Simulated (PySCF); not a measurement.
# Vibration and rotation of InI

RHF-CCSD(T) constants of InI, ¹Σ⁺ (singlet), closed shell (In x2c-TZVPPall, I x2c-TZVPPall; spin-free X2C with a Gaussian nucleus (PySCF 2.14); masses 114.9039 and 126.9045 u):

| Item | Value |
| --- | --- |
| ωe | 179.2 cm⁻¹ |
| ωexe | 0.333 cm⁻¹ |
| Be | 0.036594 cm⁻¹ |
| αe | 0.000101 cm⁻¹ |
| De to In + I | 3.57 eV |

Question: What force constant and bond length do these constants imply?

Answer: Reduced mass μred = 60.303 u; k = 5.8918×10⁻⁷·μred·ωe² (u, cm⁻¹, mdyn/Å) = 1.14 mdyn/Å; Re = √(16.8576/(μred·Be)) (u, cm⁻¹, Å) = 2.764 Å.

Question: Estimate the centrifugal constant D from the Kratzer relation and find the Dunham coefficient a1.

Answer: D = 4Be³/ωe² = 6.1e-09 cm⁻¹; a1 = −1 − αeωe/(6Be²) = -3.25.

Correlated steps freeze 36 core orbitals. Spin–orbit coupling is left out, which matters for elements this heavy, above all for dissociation energies. Where the molecule has an RHF reference, its open-shell atoms are computed with UHF.
